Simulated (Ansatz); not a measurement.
Two-coordinate energy map

BICl2 (SMILES ClB(Cl)I), singlet, PBE0-D4/def2-TZVP minimum:

Cl1  (-0.478, -1.727, 0.091)
B2  (0.029, -0.069, 0.073)
Cl3  (0.812, 0.613, 1.462)
I4  (-0.308, 1.123, -1.645)
(Å)

Rows set the bond length B2–Cl3 (Å; 1.734 at the minimum), columns the angle Cl1–B2–Cl3 (°; 120.0), set in this order; the parts move rigidly, in a bend the first-named atom's side turns in the plane, and in a torsion the whole end group turns. CCSD(T) energies count from the value at that structure, in kcal/mol. Computed with Ansatz 0.2.0 (basis: def2-TZVPP); correlated methods freeze the cores. Filled d shells of the heavier atoms are correlated. Core potentials replace the inner electrons of the atoms past krypton. The def2 sets are not built for correlating such inner shells, so the correlated values are less sure here.

```json
{"B2–Cl3 \\ Cl1–B2–Cl3": "1.561", "102.0": "?", "111.0": "17.30", "120.0": "12.46", "129.0": "13.75", "138.0": "?"}
{"B2–Cl3 \\ Cl1–B2–Cl3": "1.647", "102.0": "17.10", "111.0": "6.68", "120.0": "2.96", "129.0": "?", "138.0": "13.19"}
{"B2–Cl3 \\ Cl1–B2–Cl3": "1.772", "102.0": "10.78", "111.0": "2.52", "120.0": "0.20", "129.0": "3.18", "138.0": "12.02"}
{"B2–Cl3 \\ Cl1–B2–Cl3": "1.919", "102.0": "13.48", "111.0": "7.35", "120.0": "6.41", "129.0": "10.31", "138.0": "19.76"}
{"B2–Cl3 \\ Cl1–B2–Cl3": "2.081", "102.0": "?", "111.0": "18.41", "120.0": "18.70", "129.0": "23.39", "138.0": "33.38"}
```

**Question.** Fill in the withheld cells. (An estimate is asked for; the value comes from the calculation.)

**Answer.** By the calculation: (1.561, 102.0): 29.39; (1.561, 138.0): 21.42; (1.647, 129.0): 5.00; (2.081, 102.0): 22.62 kcal/mol. These count from the CCSD(T) energy at the PBE0-D4 minimum.

The same grid for a cheaper method: MP2 − CCSD(T), both counted from the minimum, in kcal/mol:
| B2–Cl3 \ Cl1–B2–Cl3 | 102.0 | 111.0 | 120.0 | 129.0 | 138.0 |
| --- | --- | --- | --- | --- | --- |
| 1.561 | -0.90 | -0.88 | -0.93 | -1.04 | -1.22 |
| 1.647 | -0.42 | -0.40 | -0.45 | -0.56 | -0.73 |
| 1.772 | 0.23 | 0.24 | 0.19 | 0.09 | -0.06 |
| 1.919 | 0.91 | 0.91 | 0.87 | 0.79 | 0.66 |
| 2.081 | 1.57 | 1.58 | 1.55 | 1.49 | 1.40 |

T1 diagnostic: at most 0.013.

For scale, one of the runs: CCSD(T)/def2-TZVPP, 165 basis functions (an equivalent command: `ansatz run in.yaml --threads 4`). Hardware: 4 CPU threads, shared host. Wall time 35 s; peak host memory 1.5 GiB.
